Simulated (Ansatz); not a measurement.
C3H9BO can be A, `BOCCC`, or B, `CBOCC`.

Calculated with Ansatz (gas phase, PBE0-D4/def2-TZVP geometries, no zero-point term in ΔE). CCSD(T)/CBS adds triple-zeta CCSD(T) − MP2 to the extrapolated MP2 energy (def2 sets, frozen cores). Functionals use def2-TZVPP. One conformer a species, not always the lowest.

Q: Which is lower in electronic energy at CCSD(T)/CBS, and by how much? (Estimate.)

A: Computed: B, by 12.2 kcal/mol.

Q: Give E(B) − E(A) in kcal/mol with ωB97M-V, CCSD/def2-TZVPP, PBE-D4, B2PLYP, MP2/def2-TZVPP, PBE0-D4, HF/def2-TZVPP. (Best estimate.)

A: Computed: ωB97M-V -12.8, CCSD/def2-TZVPP -12.0, PBE-D4 -13.3, B2PLYP -12.7, MP2/def2-TZVPP -12.1, PBE0-D4 -13.1, HF/def2-TZVPP -11.8. None reverses the order clearly.

Largest T1 diagnostic: 0.012.
